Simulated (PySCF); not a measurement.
**Exercise with solution: oscillator strength and radiative lifetime**

C₄H₇FO, SMILES C1O[C@@](C)(C1)F.

The structure is a stationary point at r2SCAN-D4/def2-SVP. The structure was generated by enumeration; whether it is a known compound was not checked.

TDA-M06-2X/def2-SVPD run with PySCF puts the first singlet state with f over 0.02 at 9.03 eV (vertical), with the transition dipole (0.031, 0.099, -0.426) in atomic units.

### Question
Find the oscillator strength, the wavelength and the radiative lifetime that this transition would have in vacuum if emission retraced absorption.

### Answer

|μ|² = 0.1922 au, so |μ| = 1.11 D. ΔE = 9.03/27.211 = 0.3318 hartree. f = (2/3) ΔE |μ|² = 0.043 (the program prints 0.043).
λ = 1239.84/9.03 = 137 nm; ν = 72832 cm⁻¹.
Einstein's coefficient A = 0.6670 ν² f s⁻¹ (ν in cm⁻¹) = 1.5e8 s⁻¹, so τ = 1/A = 6.6 ns. This state is S4; the lower singlets have f = 0.001, 0.012, 0.018. The figure is the radiative limit of this one transition; relaxation, internal conversion, crossing to triplets and a medium change what is measured.
